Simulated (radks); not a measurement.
Results of a calculation; reference values are marked as such.
All-electron atom: Rb23+ in [Ne] 3s2 3p2.

Level of theory: Dirac Kohn-Sham, PBE, spin-unpolarised, spherical densities, finite nucleus; open shells fill j = l - 1/2 first; Fermi nuclear charge, rms radius 4.2036 fm (a radial shooting solver on a logarithmic mesh with Libxc functionals).

Energy parts (hartree):
| part | energy |
|---|---|
| total | -2642.75056 |
| kinetic | 2728.94852 |
| electron-nucleus | -5789.61324 |
| Hartree | 486.27146 |
| exchange-correlation | -68.35730 |

Orbitals (lengths in bohr, moments of r in powers of bohr; <r^-3> diverges for s and p1/2; r(90%) holds 90 % of the orbital's charge):
orbital	occ.	eigenvalue (hartree)	<r>	r(90%)	<r^-3>	small-component weight
1s1/2	2	-590.4511	0.04028	0.0721	-	1.81e-02
2s1/2	2	-110.5636	0.1752	0.270	-	3.70e-03
2p1/2	2	-104.0647	0.1501	0.245	-	3.68e-03
2p3/2	4	-101.7746	0.1540	0.250	1604	3.59e-03
3s1/2	2	-40.94277	0.4387	0.637	-	1.29e-03
3p1/2	2	-38.72285	0.4236	0.627	-	1.25e-03
3p3/2	0	-38.20255	0.4296	0.636	368.4	1.23e-03

The highest occupied level is 3p1/2 at -1053.7 eV. Summed over all electrons, <r^2> = 1.098 bohr^2, which gives a Langevin (diamagnetic) susceptibility term of -0.87 x 10^-6 cm^3/mol.
